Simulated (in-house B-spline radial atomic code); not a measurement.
Configurations of Al⁺, with energies counted from [Ne] 3s2. Computed with a B-spline radial code for spherical atoms: Dirac-Hartree-Fock, average of configuration, Fermi nucleus of rms radius 3.061 fm. Energies include first-order Breit, QED and recoil terms.

Occupations are held fixed; configurations that lie above the ionisation limit could autoionise.

```
       configuration  E - E(ref) (eV)  highest orbital  its <r> (bohr)
        [Ne] 3s1 4p1           12.032            4p3/2           7.042
        [Ne] 3s1 7f1           16.437            7f7/2           33.62
[He] 2s2 2p5 3s2 3d1           83.615            3d5/2           4.115
[He] 2s2 2p5 3s2 5s1           86.606            5s1/2           10.31
[He] 2s2 2p5 3s2 5g1            88.43            5g9/2           13.75
[He] 2s2 2p5 3s2 7f1           89.492            7f7/2           33.56
[He] 2s1 2p6 3s2 4p1           132.08            4p3/2           6.583
[He] 2s1 2p6 3s2 5d1           135.62            5d3/2           15.53
[He] 2s1 2p6 3s2 6d1           136.37            6d3/2           23.44
[He] 2s1 2p6 3s2 6f1           136.49            6f7/2           23.83
[He] 2s1 2p6 3s2 7g1            136.9            7g9/2           31.74
```

Q: Order these further configurations by energy, lowest first.
A. [Ne] 3s1 4f1
B. [He] 2s2 2p5 3s2 7d1
C. [Ne] 3s1 5f1
D. [Ne] 3s1 7p1
E. [He] 2s1 2p6 3s2 5p1

A: A (14.14 eV), C (15.367 eV), D (16.12 eV), B (89.422 eV), E (134.7 eV).

Q: How far above the reference does [He] 2s2 2p5 3s2 6f1 lie?

A: 89.088 eV; its least bound orbital is 6f7/2 with <r> = 23.84 bohr.

Q: How far above the reference does [Ne] 3s1 5p1 lie?

A: 14.401 eV; its least bound orbital is 5p3/2 with <r> = 12.56 bohr.

Q: How far above the reference does [Ne] 3s1 6d1 lie?

A: 15.975 eV; its least bound orbital is 6d3/2 with <r> = 24.36 bohr.
